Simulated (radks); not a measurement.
Excited configurations of W: one electron is placed in a higher orbital outside [Xe] 4f14 5d4 6s1. The ground configuration is [Xe] 4f14 5d4 6s2. All-electron calculation, Dirac Kohn-Sham, BLYP, spin-unpolarised, spherical densities, finite nucleus; open shells fill j = l - 1/2 first; Fermi nuclear charge, rms radius 5.3658 fm. Program: a radial shooting solver on a logarithmic mesh with Libxc functionals. Excitation = E - E(ground); binding = E(ion) - E, where the ion is the core of charge +1; n* = 1/sqrt(2 binding) in atomic units, and the quantum defect is n - n*.

| outer orbital | excitation (eV) | binding (eV) | n* | quantum defect | eigenvalue (eV) |
|---|---|---|---|---|---|
| 6d3/2 | 7.213 | 1.486 | 3.026 | 2.974 | -0.571 |
| 7s1/2 | 6.305 | 2.395 | 2.384 | 4.616 | -1.297 |
| 7p1/2 | 6.948 | 1.752 | 2.787 | 4.213 | -0.933 |

The Delta-SCF ionisation energy is 8.699 eV (NIST Atomic Spectra Database: 7.864 eV, measured). Self-interaction in the functional shifts the binding energies and quantum defects, so they are the method's values and not measured ones. Spin polarisation and multiplet splitting are left out, so open shells lie too high by an amount that depends on their filling.

Beside tabulated values, note that spin-unpolarised runs miss the spin-polarisation part of the exchange energy of open shells.
